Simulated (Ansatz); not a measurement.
`CB[SiH2][SiH2][AlH2]` + H₂O → `O[SiH2][AlH2]` + `CB[SiH3]` at 298.15 K and 1 bar (formal hydrolysis of the Si–Si bond).

Isolated molecules relaxed with PBE0-D4/def2-TZVP in Ansatz; ΔE leaves out vibrations. CBS: MP2 limit from def2 TZ/QZ plus the TZ coupled-cluster correction, frozen cores. This one scheme is used for every species. One conformer a species, not always the lowest.

| species | CCSD(T)/CBS energy (Eh) | H − E (kJ/mol) | S (J/(mol·K)) |
| --- | --- | --- | --- |
| `CB[SiH2][SiH2][AlH2]` | -888.99512 | 282.5 | 415.3 |
| H₂O | -76.37941 | 66.4 | 188.7 |
| `O[SiH2][AlH2]` | -609.28590 | 134.4 | 323.8 |
| `CB[SiH3]` | -356.10570 | 208.0 | 315.5 |

H − E and S are ideal-gas, rigid-rotor, harmonic terms from PBE0-D4/def2-TZVP, for one conformer and one mirror image of each species. 1 Eh = 2625.50 kJ/mol, R = 8.31446 J/(mol·K).

Problem. By hand: ΔE, ΔH, ΔS and ΔG.

Solution. ΔE = (-609.28590) + (-356.10570) − (-888.99512) − (-76.37941) = -0.01707 Eh = -44.8 kJ/mol. Δ(H − E) = 134.4 + 208.0 − 282.5 − 66.4 = -6.5, so ΔH = -51.3 kJ/mol. ΔS = 323.8 + 315.5 − 415.3 − 188.7 = 35.3 J/(mol·K). ΔG = -51.3 − 298.15 × (35.3)/1000 = -61.8 kJ/mol.

Problem. By hand: the equilibrium constant, and the temperature at which ΔG would vanish if ΔH and ΔS stayed fixed.

Solution. log₁₀ K = −ΔG/(RT ln 10) = 10.8. ΔH and −TΔS have one sign here, so there is no such temperature.

ΔH outweighs TΔS. A doubt of 5 kJ/mol in ΔE shifts log₁₀ K by 0.9 here. Other conformers and mirror images would add mixing entropy, several J/(mol·K) or more a flexible species. Modes under 60 cm⁻¹, often nearly free rotors, make the harmonic entropy too high. These are equilibria of isolated gas molecules and say nothing of rates. Largest T1 diagnostic: 0.014 (customary marks: 0.02 for closed shells, 0.045 for open ones).
